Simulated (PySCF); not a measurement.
First SCF of a structure search on quartet FeBr3, at a hand-made trigonal planar geometry. PySCF input:

```python
from pyscf import gto, scf, dft
mol = gto.M(atom='''
Fe     0.000000     0.000000     0.000000
Br     2.300000     0.000000     0.000000
Br    -1.150000     1.991900     0.000000
Br    -1.150000    -1.991900     0.000000''',
    basis={'Fe': 'def2-TZVP', 'Br': 'def2-TZVP'},
    charge=0, spin=3)
mf = dft.UKS(mol, xc='PBE0')
mf.grids.atom_grid = (50, 194)
aux = {'Fe': 'def2-universal-JKFIT', 'Br': 'def2-universal-JKFIT'}
mf = mf.density_fit(auxbasis=aux)
mf.conv_tol = 1e-08
mf.diis_space = 10
mf.max_cycle = 60
mf.init_guess = 'minao'
mf.verbose = 4
mf.kernel()
```

Excerpt of the output (cycles alone):

```
init E= -8980.94804564069
cycle= 1 E= -8971.50033060858  delta_E= 9.45  |g|= 4.76  |ddm|= 9.33
cycle= 2 E= -8888.11725126615  delta_E= 83.4  |g|= 16.4  |ddm|= 14.3
cycle= 3 E= -8940.5888884352  delta_E= -52.5  |g|= 12.2  |ddm|= 6.23
cycle= 4 E= -8952.91839565011  delta_E= -12.3  |g|= 10.5  |ddm|= 1.98
cycle= 5 E= -8964.29987642229  delta_E= -11.4  |g|= 8.52  |ddm|= 2.35
cycle= 6 E= -8968.0559815578  delta_E= -3.76  |g|= 7.12  |ddm|= 2.93
cycle= 7 E= -8972.57797010355  delta_E= -4.52  |g|= 6.38  |ddm|= 2.89
cycle= 8 E= -8974.55167982518  delta_E= -1.97  |g|= 5.39  |ddm|= 2.56
cycle= 9 E= -8978.45667350619  delta_E= -3.9  |g|= 4.48  |ddm|= 2.39
cycle= 10 E= -8980.24491144065  delta_E= -1.79  |g|= 3.84  |ddm|= 1.73
cycle= 11 E= -8981.13237228269  delta_E= -0.887  |g|= 3.66  |ddm|= 1.37
cycle= 12 E= -8963.78735854333  delta_E= 17.3  |g|= 5.93  |ddm|= 15.6
cycle= 13 E= -8981.57673374107  delta_E= -17.8  |g|=  3.2  |ddm|= 15.6
... 10 lines left out ...
cycle= 24 E= -8985.17656512734  delta_E= -3.66e-05  |g|= 0.00196  |ddm|= 0.0173
cycle= 25 E= -8985.17656671979  delta_E= -1.59e-06  |g|= 0.00138  |ddm|= 0.0041
cycle= 26 E= -8985.17656832817  delta_E= -1.61e-06  |g|= 0.000572  |ddm|= 0.00146
cycle= 27 E= -8985.17656935614  delta_E= -1.03e-06  |g|= 0.000216  |ddm|= 0.00344
cycle= 28 E= -8985.17656955734  delta_E= -2.01e-07  |g|= 0.000221  |ddm|= 0.0014
cycle= 29 E= -8985.17656968368  delta_E= -1.26e-07  |g|= 8.47e-05  |ddm|= 0.00141
cycle= 30 E= -8985.17656969585  delta_E= -1.22e-08  |g|= 3.2e-05  |ddm|= 0.000516
cycle= 31 E= -8985.17656969575  delta_E= 1.02e-10  |g|= 3.77e-05  |ddm|= 6.34e-05
Extra cycle  E= -8985.17656969049  delta_E= 5.26e-09  |g|= 0.000139  |ddm|= 9.64e-05
converged SCF energy = -8985.17656969049  <S^2> = 4.1648136  2S+1 = 4.2022916
```

This is not the lowest solution: another start and a stability analysis within the same unrestricted form found one 12.4 kJ/mol lower, at -8985.18129 Eh.

Other spin states or occupations of the open shell can lie lower.

The search for the lowest solution, 3 starts and the stability check together, took 80 s on 8 threads of a shared Arm Neoverse V1 host, with 189 basis functions; the process peaked at 0.93 GiB.
